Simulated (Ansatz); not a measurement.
Au10O5. Total charge 0; singlet. Geometry PBE-D4/def2-SVP.

Cartesian coordinates in Å:
```
Au 2.360 2.717 -0.610
Au 2.273 4.634 -2.420
Au 2.212 0.006 -1.557
Au 0.229 -0.347 -4.094
Au -3.794 -6.127 0.924
Au -0.591 2.864 3.706
Au -1.308 -0.182 2.502
Au -2.637 -3.154 1.673
Au 0.760 1.198 1.218
Au 2.138 2.194 -3.406
O -3.404 -4.289 0.335
O -1.849 -1.968 2.956
O 2.486 0.695 0.348
O -1.021 1.784 2.045
O 2.145 -0.025 -3.620
```

In the def2 sets Au takes a core potential; there is no spin–orbit coupling. Single mean-field runs in def2-TZVP are fitted with def2-universal-jkfit. The restricted singlet is unstable towards broken spin symmetry at other levels; at PBE-D4/def2-SVP, revPBE-D4/def2-TZVP, r2SCAN-D4/def2-TZVP, PBE0-D4/def2-SVP this wasn't settled. At PBE-D4/def2-TZVP the restricted singlet is unstable: a solution with broken spin symmetry lies lower. The structure comes from a short search, and lower isomers may exist.

(1) Estimate the orbital energies around the gap (eV) in Ansatz with PBE-D4/def2-SVP, PBE-D4/def2-TZVP, revPBE-D4/def2-TZVP, r2SCAN-D4/def2-TZVP, PBE0-D4/def2-SVP.

Answers

(1) 
```json
{"orbital": "HOMO−5", "PBE-D4/def2-SVP": "-6.39", "PBE-D4/def2-TZVP": "-6.39", "revPBE-D4/def2-TZVP": "-6.27", "r2SCAN-D4/def2-TZVP": "-6.51", "PBE0-D4/def2-SVP": "-7.45"}
{"orbital": "HOMO−4", "PBE-D4/def2-SVP": "-6.35", "PBE-D4/def2-TZVP": "-6.32", "revPBE-D4/def2-TZVP": "-6.20", "r2SCAN-D4/def2-TZVP": "-6.48", "PBE0-D4/def2-SVP": "-7.20"}
{"orbital": "HOMO−3", "PBE-D4/def2-SVP": "-6.20", "PBE-D4/def2-TZVP": "-6.20", "revPBE-D4/def2-TZVP": "-6.08", "r2SCAN-D4/def2-TZVP": "-6.32", "PBE0-D4/def2-SVP": "-7.17"}
{"orbital": "HOMO−2", "PBE-D4/def2-SVP": "-6.05", "PBE-D4/def2-TZVP": "-6.05", "revPBE-D4/def2-TZVP": "-5.93", "r2SCAN-D4/def2-TZVP": "-6.16", "PBE0-D4/def2-SVP": "-6.91"}
{"orbital": "HOMO−1", "PBE-D4/def2-SVP": "-5.92", "PBE-D4/def2-TZVP": "-5.91", "revPBE-D4/def2-TZVP": "-5.79", "r2SCAN-D4/def2-TZVP": "-6.01", "PBE0-D4/def2-SVP": "-6.58"}
{"orbital": "HOMO", "PBE-D4/def2-SVP": "-5.69", "PBE-D4/def2-TZVP": "-5.69", "revPBE-D4/def2-TZVP": "-5.57", "r2SCAN-D4/def2-TZVP": "-5.77", "PBE0-D4/def2-SVP": "-6.29"}
{"orbital": "LUMO", "PBE-D4/def2-SVP": "-5.36", "PBE-D4/def2-TZVP": "-5.35", "revPBE-D4/def2-TZVP": "-5.23", "r2SCAN-D4/def2-TZVP": "-5.41", "PBE0-D4/def2-SVP": "-5.16"}
{"orbital": "LUMO+1", "PBE-D4/def2-SVP": "-4.86", "PBE-D4/def2-TZVP": "-4.92", "revPBE-D4/def2-TZVP": "-4.78", "r2SCAN-D4/def2-TZVP": "-4.78", "PBE0-D4/def2-SVP": "-4.08"}
{"orbital": "LUMO+2", "PBE-D4/def2-SVP": "-4.69", "PBE-D4/def2-TZVP": "-4.74", "revPBE-D4/def2-TZVP": "-4.59", "r2SCAN-D4/def2-TZVP": "-4.51", "PBE0-D4/def2-SVP": "-3.48"}
{"orbital": "LUMO+3", "PBE-D4/def2-SVP": "-4.29", "PBE-D4/def2-TZVP": "-4.34", "revPBE-D4/def2-TZVP": "-4.20", "r2SCAN-D4/def2-TZVP": "-4.13", "PBE0-D4/def2-SVP": "-3.37"}
{"orbital": "LUMO+4", "PBE-D4/def2-SVP": "-3.79", "PBE-D4/def2-TZVP": "-3.84", "revPBE-D4/def2-TZVP": "-3.69", "r2SCAN-D4/def2-TZVP": "-3.69", "PBE0-D4/def2-SVP": "-2.70"}
{"orbital": "LUMO+5", "PBE-D4/def2-SVP": "-3.43", "PBE-D4/def2-TZVP": "-3.49", "revPBE-D4/def2-TZVP": "-3.36", "r2SCAN-D4/def2-TZVP": "-3.28", "PBE0-D4/def2-SVP": "-2.32"}
```
